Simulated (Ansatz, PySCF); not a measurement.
Process, species as SMILES: O=CO + C (CH4) -> C=O (CH2O) [formaldehyde] + CO (CH4O)
Structures are relaxed separately at B3LYP-D3(BJ)/def2-TZVP in Ansatz (a quantum-chemistry and plane-wave program), one conformer each, not searched for the lowest.

Quantity: bond separation energy (electronic energy difference), in kcal/mol. Correlated levels leave the core frozen unless marked. No spin-orbit coupling. Non-relativistic. CBS(X,Y): correlation extrapolated as X^-3; Hartree-Fock from the larger set.

| level | program | bond separation energy (kcal/mol) |
|---|---|---|
| SVWN5/def2-TZVPD | Ansatz | 39.8 |
| revPBE-D4/def2-TZVPD | Ansatz + dftd4 | 35.5 |
| M06-L/def2-TZVPD | PySCF | 36.6 |
| PBE0/6-31G* | Ansatz | 38.6 |
| r2SCAN0/def2-TZVPD | Ansatz | 36.9 |
| PW6B95-D4/def2-TZVPD | PySCF + dftd4 | 35.1 |
| MN15/def2-TZVPD | PySCF | 34.6 |

Q: Predict the CCSD(T)/CBS(cc-pVTZ,cc-pVQZ) result (Ansatz).

A: 34.4 kcal/mol, so MN15/def2-TZVPD differs from it by 0.2 kcal/mol.
